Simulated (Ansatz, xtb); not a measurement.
# Isomers of C8H5F in order of energy

4 gas-phase structures of C8H5F, from a drawn sample of its isomers (lower ones may exist). Each was relaxed with GFN2-xTB:

A. `C#CC1=CC=C(F)C1=C`, a singlet
B. `C#Cc1ccc(F)cc1`, a singlet
C. `C#C/C=C1/C=CC(F)=C1`, a singlet
D. `C#C/C=C1\C=CC=C1F`, a singlet

Which do you expect lowest at r2SCAN-D4/def2-SVP//GFN2-xTB, and how would the others follow?

Calculated order at r2SCAN-D4/def2-SVP//GFN2-xTB: B (0.0), C (34.6), A (36.0), D (37.3) kcal/mol.

Energies above the lowest of each column, in kcal/mol; the last columns are at r2SCAN-D4/def2-SVP geometries and were run for some of them only (a dash: not run or not comparable):

```csv
structure,GFN2-xTB,HF/STO-3G,r2SCAN-D4/def2-SVP//GFN2-xTB,r2SCAN-D4/def2-SVP,CCSD(T)/def2-SVP + ΔMP2/def2-TZVPP
B,0.0,0.0,0.0,0.0,0.0
C,30.0,43.3,34.6,34.3,32.4
A,32.0,42.2,36.0,35.8,33.5
D,31.3,44.2,37.3,–,–
```

Every level run on B puts it lowest or level with the lowest. Frequencies (GFN2-xTB) were run for A, B, C alone. ΔMP2 is the change of the MP2 energy from the smaller to the larger basis.

Over these structures GFN2-xTB departs from r2SCAN-D4/def2-SVP//GFN2-xTB by 1.8 kcal/mol on average once a common shift is removed. A GFN2-xTB relaxation took about 0.078 s and the r2SCAN-D4/def2-SVP//GFN2-xTB energy about 2.2 s on a shared host (Ansatz 0.2.0, xtb 6.7.1).
